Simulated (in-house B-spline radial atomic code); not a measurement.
A fraction x of an electron is removed from 5s in I⁴⁺, starting from [Kr] 4d10 5s2 5p1 and keeping the highest spin. Level of theory: scalar-relativistic (X2C) LDA exchange-only, spin-polarised, spherical fractional occupations, Fermi nucleus of rms radius 4.75 fm; calculated with a radial B-spline atomic code at the basis-set limit.

```csv
x,E(x) - E(0) (eV),5s down level (eV)
0,0.0000,-55.730
0.01,0.5579,-55.842
0.13,?,?
0.35,20.1895,-59.633
0.45,26.2082,-60.739
0.5,29.2589,-61.290
0.55,?,?
0.63,37.3191,-62.710
0.76,45.5626,-64.108
0.97,59.2550,-66.266
1,61.2473,-
```

**Question.** What belongs in the row x = 0.13?

**Answer.** An energy change of 7.3394 eV; 5s down at -57.183 eV.

**Question.** What belongs in the row x = 0.55?

**Answer.** An energy change of 32.3371 eV; 5s down at -61.838 eV.

**Question.** Check Janak's theorem between x = 0.35 and 0.45.

**Answer.** The slope of the energy is 60.19 eV; the orbital levels give 60.19 eV (-ε of the emptying orbital, averaged over the two points).
